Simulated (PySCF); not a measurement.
Predicted microwave data (PBE0-D3(BJ)/def2-SVP geometry optimisation, gas phase in PySCF) for one isomer of C8H13P:

```
Rotational constants : A = 1869, B = 1108, C = 813.7 MHz
Dipole components    : |μa| = 0.62 D, |μb| = 1.02 D, |μc| = 0.80 D
Inertial defect      : -105.40 u·Å²
κ                    : -0.44
```

Question: Which structure is it? (One computed conformer of each.)
A. `[CH3:1][CH2:2][C:3]([CH3:4])=[C:5]=[P:6][CH:7]1[CH2:8][CH2:9]1` with C1–C2–C3–C4 -74°, C5–P6–C7–C8 -151°
B. `[CH3:1][C:2]1=[CH:3][CH2:4][CH2:5][P:6]1[CH:7]1[CH2:8][CH2:9]1` with C5–P6–C7–C8 -100°, C2–C3–C4–C5 14°, C3–C4–C5–P6 -20°, C4–C5–P6–C7 -83°, P6–C7–C8–C9 -108°
C. `[CH2:1]=[CH:2][C:3]1=[C:4]([CH:5]([CH3:6])[CH3:7])[P:8]1[CH3:9]` with C1–C2–C3–C4 -177°, C3–C4–C5–C6 0°
D. `[CH2:1]=[CH:2][C:3]1=[C:4]([CH3:5])[CH2:6][P:7]([CH3:8])[CH2:9]1` with C1–C2–C3–C4 177°, C3–C4–C6–P7 -14°, C4–C6–P7–C8 -80°, C6–P7–C9–C3 -18°, C2–C3–C9–P7 -168°
E. `[CH:1]#[C:2][CH2:3][P:4]([CH3:5])[CH:6]1[CH2:7][CH2:8][CH2:9]1` with C2–C3–P4–C5 -68°, C3–P4–C6–C7 -179°, P4–C6–C7–C8 138°, C6–C7–C8–C9 -18°, C7–C8–C9–C6 18°, P4–C6–C9–C8 -138°

Answer: D. It is C=CC1=C(C)CP(C)C1, an asymmetric top, point group C1. The candidates at the same level (rigid rotor, commonest isotopes):

| SMILES | A (MHz) | B (MHz) | C (MHz) | μa (D) | μb (D) | μc (D) | Δ (u·Å²) | point group | rotor |
| --- | --- | --- | --- | --- | --- | --- | --- | --- | --- |
| CC1=CCCP1C1CC1 | 2047 | 1141 | 865.8 | 0.28 | 0.23 | 1.33 | -106.03 | C1 | asymmetric top |
| C=CC1=C(C(C)C)P1C | 1627 | 1012 | 717.4 | 0.75 | 0.93 | 1.27 | -105.44 | C1 | asymmetric top |
| CCC(C)=C=PC1CC1 | 3171 | 559.5 | 528.9 | 0.77 | 0.49 | 1.43 | -107.12 | C1 | near-prolate asymmetric top |
| C#CCP(C)C1CCC1 | 3302 | 713.3 | 623.1 | 1.05 | 0.18 | 1.25 | -50.42 | C1 | near-prolate asymmetric top |
| C=CC1=C(C)CP(C)C1 | 1869 | 1108 | 813.7 | 0.62 | 1.02 | 0.80 | -105.40 | C1 | asymmetric top |

`CC1=CCCP1C1CC1` has A 10 % too high; `C=CC1=C(C(C)C)P1C` has A 13 % too low; `C#CCP(C)C1CCC1` has A 77 % too high; `CCC(C)=C=PC1CC1` has A 70 % too high. No structure here is proved a minimum.
